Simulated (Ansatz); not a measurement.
Input file for CH7AlBFOSi:

```yaml
crystal:
  periodic: [false, false, false]
  atoms:
    - {symbol: C, position_ang: [-0.669288, -1.304089, 1.334517]}
    - {symbol: O, position_ang: [-0.189528, -0.380197, 0.346337]}
    - {symbol: B, position_ang: [-0.168706, -0.590774, -1.035589]}
    - {symbol: F, position_ang: [-0.635503, -1.749811, -1.462076]}
    - {symbol: Si, position_ang: [0.629771, 1.107278, -1.832754]}
    - {symbol: Al, position_ang: [0.603122, 1.496744, 0.586971]}
    - {symbol: H, position_ang: [-1.479518, -0.822858, 1.880878]}
    - {symbol: H, position_ang: [-1.023875, -2.210454, 0.847773]}
    - {symbol: H, position_ang: [0.153433, -1.531717, 2.011191]}
    - {symbol: H, position_ang: [1.864713, 0.762241, -2.590892]}
    - {symbol: H, position_ang: [-0.353151, 1.721475, -2.768475]}
    - {symbol: H, position_ang: [-0.617502, 2.279627, 1.246982]}
    - {symbol: H, position_ang: [1.906431, 1.187834, 1.449739]}
basis:
  gaussian: {orbitals: def2-TZVPP}
correlation: {method: ccsd_t}
```

```sh
$ ansatz run in.yaml --threads 2 --pin off --events-out ev --progress --plain --max-ram 22528MiB --backend cuda --devices 0, --max-vram 18GiB
```

Log, shortened:

```
Functional definition: HF
1825 factors; integrals over basis functions are off by at most 1.1e-3 eV
mean field evaluation 1: about -21003.0787 eV, gradient 3.6e1 eV
mean field evaluation 2: about -21003.3743 eV, gradient 3.6e1 eV
mean field evaluation 4: about -21006.7384 eV, gradient 4.6e0 eV
mean field evaluation 8: about -21006.8209 eV, gradient 3.9e-1 eV
mean field evaluation 16: about -21006.8215 eV, gradient 1.5e-6 eV
mean field -21006.82145889 eV, -771.9864496794 hartree, gradient 1.5e-6 eV, S^2 0.000000; 0 other end points of the search recorded, 0 dependent functions left out
14 core orbitals not correlated: weight in the atoms' cores, before any rotation towards them, 1.000 or more for the frozen orbitals, at most 0.000 for the correlated occupied ones
reference -21006.82145889 eV, -771.9864496794 hartree; 17, 17 occupied and 275, 275 virtual orbitals, 1825 factors
second order -26.11282473 eV of doubles, -0.00000000 eV of singles
cycle   1  -26.77838618 eV  change   -6.7e-1 eV  update   1.2e-1
cycle   2  -27.49519619 eV  change   -7.2e-1 eV  update   3.7e-2
cycle   3  -27.65382415 eV  change   -1.6e-1 eV  update   2.0e-2
cycle   4  -27.63450129 eV  change    1.9e-2 eV  update   5.0e-3
cycle   5  -27.63267051 eV  change    1.8e-3 eV  update   2.2e-3
cycle   6  -27.63344257 eV  change   -7.7e-4 eV  update   6.7e-4
cycle   7  -27.63294137 eV  change    5.0e-4 eV  update   2.4e-4
cycle   8  -27.63282192 eV  change    1.2e-4 eV  update   7.9e-5
cycle   9  -27.63287365 eV  change   -5.2e-5 eV  update   3.2e-5
cycle  10  -27.63288111 eV  change   -7.5e-6 eV  update   1.2e-5
perturbative correction -0.99399556 eV, -0.0365286632 hartree
Total energy: -21035.44833557 eV, -773.0384679932 hartree
```

Hardware: 2 threads of an AMD EPYC 7R13 on a shared host and a share of an NVIDIA H100 80 GB. Wall time 4.9 s, peak host memory 0.85 GiB.

The correlation energy is -28.627 eV, 3.5 % of it from (T); the T1 diagnostic reads 0.0140.
